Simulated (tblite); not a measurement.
C4H10NO2Si (doublet state).
Z-matrix (Å and degrees, GFN2-xTB geometry), rows numbered from 1:
```
O 
C   1  1.2774
O   2  1.4402  1  117.41
C   3  1.3899  2  113.32  1    -3.56
C   4  1.5244  3  111.36  2   -71.93
N   5  1.2474  4  128.15  3   152.38
C   6  1.4043  5  127.71  4    -5.60
Si  7  1.9350  6  107.61  5   -98.76
H   2  1.1223  1  114.32  3   121.13
H   2  1.1240  1  113.46  3  -121.25
H   4  1.0991  3  110.12  2    48.31
H   4  1.0952  3  106.67  2   168.59
H   5  1.0843  4  114.21  3   -28.50
H   7  1.0912  6  107.52  5   143.66
H   7  1.0961  6  114.00  5    23.40
H   8  1.4506  7  109.26  6    62.07
H   8  1.4680  7  104.63  6  -177.25
H   8  1.4622  7  106.73  6   -60.83
```

Structure optimised with GFN2-xTB, isolated species. This method treats the open shell by occupation alone, without spin polarisation.

Masses are those of the commonest isotopes; rigid-rotor values at the optimised geometry. The values belong to one conformer with, in the numbering `[O:1][CH2:2][O:3][CH2:4]/[CH:5]=[N:6]\[CH2:7][SiH3:8]`, O1–C2–O3–C4 -4°, C2–O3–C4–C5 -72°, O3–C4–C5–N6 152°, C5–N6–C7–Si8 -99°.

Q: Give the principal moments of inertia and the rotational constants in MHz.

A: Ia = 181.12, Ib = 502.47, Ic = 623.46 u·Å²; 505379 MHz·u·Å²/I gives A = 2790, B = 1006, C = 810.6 MHz.

Q: Classify the top.

A: An asymmetric top; Ray's κ = -0.803.

Q: What does the inertial defect say?

A: Not planar: Δ = Ic − Ia − Ib = -60.13 u·Å². For a rigid frame Δ = −2 Σ m c², so Σ m c² = 30.06 u·Å² lies off the ab plane: 11.86 from hydrogen and 18.21 from heavier atoms. The atom farthest from that plane is 1.48 Å away.

Q: Give the other two planar moments, Paa and Pbb, and the rms extents of the mass along the axes.

A: Paa = Σ m a² = (Ib + Ic − Ia)/2 = 472.40 and Pbb = Σ m b² = (Ia + Ic − Ib)/2 = 151.06 u·Å². With the mass M = 132.05 u, the rms extents √(P/M) along a, b and c are 1.89, 1.07, 0.48 Å.

Q: Estimate the classical rotational partition function at 10 K, 50 K and 500 K.

A: Point group C1, symmetry number σ = 1; q = (√π/σ)·√((kT/h)³/(ABC)), k/h = 20836.6 MHz/K: 3530 at 10 K, 39500 at 50 K, 1250000 at 500 K.

For this open shell read J as N, the rotation without spin; fine and hyperfine splittings come on top. Its GFN2-xTB frequencies are all real (lowest 26 cm⁻¹). Zero-point vibration and centrifugal distortion are left out.

These are computed values.
